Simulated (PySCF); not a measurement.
## How methods differ on the excitation energy of Rh

Rh [Kr] 4d8 5s1 (4F) → Rh [Kr] 4d9 (2D), as a difference of total energies. Computed with PySCF 2.14 in ANO-RCC-VTZP (7s6p4d2f1g, 68 functions), with scalar relativity by spin-free X2C-1e. Correlated levels: valence: [Kr] frozen; valence and next inner shell: [Ar] 3d10 frozen. The calculations carry no spin-orbit coupling.

| method | excitation energy (eV) |
| --- | --- |
| UHF | 1.633 |
| PBE0 | 0.515 |
| r2SCAN0 | 0.852 |
| wB97X-V | 0.122 |
| MP2 (valence) | 0.279 |
| SCS-MP2 (valence) | 0.208 |
| MP2 (valence and next inner shell) | 0.138 |
| SCS-MP2 (valence and next inner shell) | 0.180 |

Errors of the correlated levels include the incompleteness of this basis and the frozen core.

**Question.** Which method comes closest to the reference value, and which is furthest?

**Answer.** The reference is 0.342 eV (measured; NIST levels, between the centres of gravity of the two terms). Closest: MP2 (valence) (error -0.063 eV); furthest: UHF (error 1.291 eV).
